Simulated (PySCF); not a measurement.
PySCF input for CdFI, SMILES [Cd]([I])[F], C-PCM-M06-2X/def2-SVP. Geometry: r2SCAN-D4/def2-TZVP. The def2 effective core potentials stand for the cores of Cd, I; spin–orbit coupling is left out.

```python
import numpy as np
from pyscf import gto, scf, dft
from pyscf.solvent import pcm

mol = gto.M(
    atom='''
    Cd    0.00000000    0.00000000   -1.07347896
    F     0.00000000    0.00000000   -3.01160772
    I     0.00000000    0.00000000    1.48361244
    ''',
    basis='def2-SVP',
    ecp={'Cd': 'def2-svp', 'I': 'def2-svp'},
    charge=0,
    spin=0,
    max_memory=1600,
    verbose=3,
)
mf = dft.RKS(mol, xc='m06-2x').density_fit(auxbasis='def2-universal-jkfit')
mf.grids.level = 4
mf.conv_tol = 1e-9
mf.max_cycle = 100
mf.kernel()
res = {}
for name, eps in {'water': 78.355, 'dimethylsulfoxide': 46.826, 'ethanol': 24.852}.items():
    s = mf.PCM()
    s.with_solvent.method, s.with_solvent.eps, s.with_solvent.lebedev_order = 'C-PCM', eps, 29
    s.kernel(mf.make_rdm1())
    res[name] = (s.e_tot, eps, s.dip_moment(), s.mo_energy, s.converged)
    print(f'{name}: electrostatic solvation free energy {(s.e_tot - mf.e_tot) * 627.509474:.3f} kcal/mol')
```

Log of the run:

```
converged SCF energy = -565.074596342441

WARN: PCM is an experimental feature. It is still in testing.
Features and APIs may be changed in the future.

converged SCF energy = -565.107108299446
Dipole moment(X, Y, Z, Debye):  0.00000, -0.00000, -0.12554
water: electrostatic solvation free energy -20.402 kcal/mol

WARN: PCM is an experimental feature. It is still in testing.
Features and APIs may be changed in the future.

converged SCF energy = -565.106765750252
Dipole moment(X, Y, Z, Debye):  0.00000,  0.00000, -0.11183
dimethylsulfoxide: electrostatic solvation free energy -20.187 kcal/mol

WARN: PCM is an experimental feature. It is still in testing.
Features and APIs may be changed in the future.

converged SCF energy = -565.10601769891
Dipole moment(X, Y, Z, Debye):  0.00000, -0.00000, -0.08207
ethanol: electrostatic solvation free energy -19.717 kcal/mol
```

Self-consistency was reached.

Cost: roughly 20 core-seconds.
